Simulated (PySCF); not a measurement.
## Xe²⁺ (xenon, charge +2): UHF calculation

Configuration: [Kr] 4d10 5s1 5p5, high-spin 3P determinant (an excited configuration). Computed with PySCF 2.14 in aug-cc-pVTZ-PP with ECP28MDF, with a scalar-relativistic core potential.

* Total energy: -326.624925 hartree
* One-electron energy: -550.3523 hartree
* Hartree (Coulomb) energy: 245.7150 hartree
* Exchange energy: -21.9877 hartree
* ⟨S²⟩: 2.0094
* ⟨L²⟩: 2.020
* Sum of ⟨r⟩: 27.18 bohr
* Sum of ⟨r²⟩: 42.44 bohr²
* Traceless quadrupole moment −½Σ⟨3z² − r²⟩ along its main axis: 1.79 e·bohr²

```json
{"shell": "4s α", "electrons": "1", "mean orbital energy (eV)": "-251.79", "spread (eV)": "0", "rms radius, mean of both spins (bohr)": "0.768"}
{"shell": "4s β", "electrons": "1", "mean orbital energy (eV)": "-250.73", "spread (eV)": "0", "rms radius, mean of both spins (bohr)": "0.768"}
{"shell": "4p α", "electrons": "3", "mean orbital energy (eV)": "-190.06", "spread (eV)": "0.729", "rms radius, mean of both spins (bohr)": "0.819"}
{"shell": "4p β", "electrons": "3", "mean orbital energy (eV)": "-189.35", "spread (eV)": "0.090", "rms radius, mean of both spins (bohr)": "0.819"}
{"shell": "4d α", "electrons": "5", "mean orbital energy (eV)": "-95.517", "spread (eV)": "0.765", "rms radius, mean of both spins (bohr)": "0.931"}
{"shell": "4d β", "electrons": "5", "mean orbital energy (eV)": "-94.915", "spread (eV)": "0.403", "rms radius, mean of both spins (bohr)": "0.931"}
{"shell": "5s α", "electrons": "1", "mean orbital energy (eV)": "-49.830", "spread (eV)": "0", "rms radius, mean of both spins (bohr)": "1.90"}
{"shell": "5p α", "electrons": "3", "mean orbital energy (eV)": "-33.169", "spread (eV)": "1.722", "rms radius, mean of both spins (bohr)": "2.23"}
{"shell": "5p β", "electrons": "2", "mean orbital energy (eV)": "-28.869", "spread (eV)": "0", "rms radius, mean of both spins (bohr)": "2.23"}
```

Energies and moments cover only the electrons outside the core potential.
